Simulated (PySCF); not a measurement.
# Zinc: a sound run and one with changed settings

Sound run: Zn [Ar] 3d10 4s2, Zn⁺ [Ar] 3d10 4s1. Calculation: PySCF 2.14, in aug-cc-pVDZ-DK; the spin-free X2C one-electron Hamiltonian (Gaussian nucleus). In the sound run the correlated levels freeze [Ar]. The sound run starts from symmetry-adapted Hartree-Fock orbitals and uses a fine grid where one is needed.

Changed run: no relativity, point nucleus. This setting is unsound on purpose.

| species | method | sound run (hartree) | changed run (hartree) | converged |
| --- | --- | --- | --- | --- |
| Zn | UHF | -1794.26649 | -1768.65669 | yes |
| Zn | LDA | -1792.92238 | -1767.32151 | yes |
| Zn | M06-L | -1795.84725 | -1770.23224 | yes |
| Zn | MP2 | -1794.73440 | -1769.11695 | yes |
| Zn⁺ | UHF | -1793.98041 | -1768.37866 | yes |
| Zn⁺ | LDA | -1792.55664 | -1766.96792 | yes |
| Zn⁺ | M06-L | -1795.49849 | -1769.89359 | yes |
| Zn⁺ | MP2 | -1794.39840 | -1768.79125 | yes |

Ionisation energy of Zn:

```
 method  sound run (eV)  changed run (eV)
    UHF           7.785             7.565
    LDA           9.952             9.622
  M06-L           9.490             9.215
    MP2           9.143             8.863
SCS-MP2           9.159             8.888
```

Most of the change in total energy is the relativistic energy itself. On top of that the contraction fixes the core shape for the Hamiltonian it was made with, so the changed run is not a good calculation with the other Hamiltonian either.

For comparison, NIST gives 9.394 eV between the lowest levels.
